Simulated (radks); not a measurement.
Results of a calculation; reference values are marked as such.
All-electron atom: Ba V in [Kr] 4d10 5s2 5p4 (the NIST ground configuration). Code: a radial shooting solver on a logarithmic mesh with Libxc functionals. Model: scalar-relativistic Kohn-Sham, r2SCAN, spin-polarised, spherical densities, finite nucleus; open shells are filled with parallel spins first (spin-orbit coupling, left out, can overturn this in heavy ions); meta-GGA in the generalised Kohn-Sham scheme; Fermi nuclear charge, rms radius 4.8378 fm.

Normalised radial functions P(r) = r R(r), r in bohr:

r         5s down
0.002064   0.0581
0.002731   0.0720
0.003585   0.0874
0.004743   0.1047
0.006275   0.1221
0.008303   0.1370
0.0109     0.1450
0.01442    0.1406
0.01908    0.1158
0.02504    0.0654
0.03314   -0.0157
0.04384   -0.1162
0.05755   -0.2036
0.07614   -0.2327
0.1007    -0.1486
0.1333     0.0534
0.175      0.2712
0.2315     0.3359
0.3063     0.1063
0.4021    -0.2910
0.532     -0.5170
0.7039    -0.2524
0.9239     0.3502
1.222      0.8568
1.617      0.9135
2.14       0.5962
2.809      0.2486
3.717      0.0572
4.918      0.0065

5s down: eigenvalue -69.534 eV, 4 radial nodes at r = 0.0316, 0.125, 0.331, 0.795 bohr, <r> = 1.58 bohr, 90 % of the charge inside 2.26 bohr.
